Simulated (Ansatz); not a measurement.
CH4AlNO2. Total charge 0; spin multiplicity 1. The bonds changed during the relaxation, so this is another structure than the one it started from. The geometry is a stationary point of PBE0-D4/def2-TZVP. It is one conformer, not always the lowest.

```xyz
9

N    -1.852   -0.628    0.694
C    -0.838   -0.435   -0.141
O     0.199    0.137    0.182
Al    1.742    0.379   -1.266
O     2.668    1.216   -0.062
H    -1.786   -0.296    1.643
H    -2.686   -1.100    0.393
H    -0.983   -0.824   -1.159
H     3.536    1.551   -0.283
```

**Question.** What is the dipole moment at B3LYP/def2-TZVPP? (An estimate is asked.)

**Answer.** Ansatz gave: 6.61 D, with components (-5.96, -2.07, 1.98) D in this frame, pointing from negative to positive charge.

**Question.** And with PBE, r2SCAN, ωB97M-V? (Estimate.)

**Answer.** The calculation gave: PBE 6.49 D, r2SCAN 6.71 D, ωB97M-V 6.63 D.

**Question.** Give the Mulliken charges with B3LYP, ωB97M-V, PBE in def2-TZVPP. (Estimate.)

**Answer.** The calculation gave: 
| atom | B3LYP | ωB97M-V | PBE |
| --- | --- | --- | --- |
| N1 | -0.22 | -0.19 | -0.21 |
| C2 | 0.28 | 0.31 | 0.24 |
| O3 | -0.27 | -0.28 | -0.23 |
| Al4 | 0.01 | 0.00 | -0.05 |
| O5 | -0.40 | -0.39 | -0.36 |
| H6 | 0.20 | 0.17 | 0.21 |
| H7 | 0.19 | 0.16 | 0.19 |
| H8 | 0.08 | 0.09 | 0.06 |
| H9 | 0.14 | 0.13 | 0.14 |

B3LYP here is the variant with VWN-RPA as its local correlation; programs differ in this.
